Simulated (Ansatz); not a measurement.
Ansatz (a quantum-chemistry and plane-wave program) input:
A basis named .json is the Basis Set Exchange file of that set.

Ansatz 0.2 input:
```yaml
crystal:
  periodic: [false, false, false]
  atoms:
    - {symbol: Ca, position_ang: [-0.00000000, -0.00000000, -0.60863799]}
    - {symbol: F, position_ang: [0.00000000, 0.00000000, 1.35252886]}
basis:
  gaussian:
    orbitals: def2-QZVPPD.json
total_charge: 1
magnetization: {spin_polarized: false}
correlation: {method: ccsd_t, electrons: outside_noble_gas}
```

Predict the final energy.

-776.43321 Eh (CCSD(T)/def2-QZVPPD). The basis has 136 functions.

This state (charge 1, singlet) is run at the relaxed geometry of the species with charge 0 and multiplicity 2.
